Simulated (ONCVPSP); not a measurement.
# Reading a pseudo-wave (V (Z = 23))

Columns: radius, all-electron u(r) and pseudo u(r) of the 3s shell (level -86.45 eV) of vanadium in the configuration [Ne] 3s2 3p6 3d3; LDA (Perdew-Zunger), scalar-relativistic, ONCV scheme, ONCVPSP 4.0.1.

| r (bohr) | all-electron | pseudo |
| --- | --- | --- |
| 0.090 | -0.0251 | 0.0512 |
| 0.180 | -0.5687 | 0.1319 |
| 0.270 | -0.4985 | 0.2594 |
| 0.360 | -0.1014 | 0.4320 |
| 0.450 | 0.3479 | 0.6300 |
| 0.540 | 0.7163 | 0.8231 |
| 0.630 | 0.9648 | 0.9815 |
| 0.720 | 1.0991 | 1.0847 |
| 0.810 | 1.1427 | 1.1264 |
| 0.900 | 1.1217 | 1.1121 |
| 0.990 | 1.0590 | 1.0553 |
| 1.080 | 0.9724 | 0.9716 |
| 1.170 | 0.8747 | 0.8747 |
| 1.260 | 0.7746 | 0.7746 |
| 1.350 | 0.6776 | 0.6776 |
| 1.440 | 0.5869 | 0.5869 |
| 1.530 | 0.5044 | 0.5044 |
| 1.620 | 0.4306 | 0.4306 |
| 1.710 | 0.3655 | 0.3655 |
| 1.800 | 0.3088 | 0.3088 |
| 1.890 | 0.2599 | 0.2599 |
| 1.980 | 0.2179 | 0.2179 |
| 2.070 | 0.1821 | 0.1821 |
| 2.160 | 0.1518 | 0.1518 |
| 2.250 | 0.1263 | 0.1263 |
| 2.340 | 0.1048 | 0.1048 |

(1) How many radial nodes do the two functions have?

(2) At about which radius was the pseudo-wave matched?

(3) Is the pseudo-wave norm-conserving?

Answers

(1) The all-electron 3s function has n − l − 1 = 2 (the table is too coarse to show those close to the nucleus); the pseudo-wave has 0, since the states of the same l below it are removed with the core.

(2) 1.25 bohr, where the columns begin to agree (steps of 0.09 bohr).

(3) Yes: the ONCV scheme keeps the norm inside the radius equal to the all-electron one, which fixes the energy derivative of the logarithmic derivative at the level.
